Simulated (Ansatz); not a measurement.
Species: InCl (charge 0, singlet). SMILES: [Cl][In]
Structure (B3LYP-D3(BJ)/def2-TZVP (Ansatz, an electronic-structure program) minimum search):
```xyz
2

In     0.0000     0.0000    -0.6288
Cl     0.0000     0.0000     1.8123
```
Charge 0, spin multiplicity 1.

Computed values are from Ansatz. Cores are frozen in the correlated levels unless marked. Open shells are spin-unrestricted. No spin-orbit coupling. Frozen are the shells of the preceding noble gas and the d and f shells that filled before the atom's block. Past Kr the def2 sets carry scalar-relativistic core potentials. CBS(X,Y): correlation extrapolated as X^-3; Hartree-Fock from the larger set.

| Quantity | Value |
|---|---|
| atomisation energy De | 107.4 kcal/mol at CCSD(T)/CBS(def2-TZVPPD,def2-QZVPPD) |
| vertical ionisation energy (to the doublet) | 9.40 eV at CCSD(T)/CBS(def2-TZVPPD,def2-QZVPPD) |
| total energy | -649.1338 Eh at CCSD(T)/CBS(def2-TZVPPD,def2-QZVPPD) |
| dipole moment | 3.70 D at CCSD(T)/def2-SVPD |
| T1 diagnostic | 0.010 at CCSD/def2-QZVPPD |
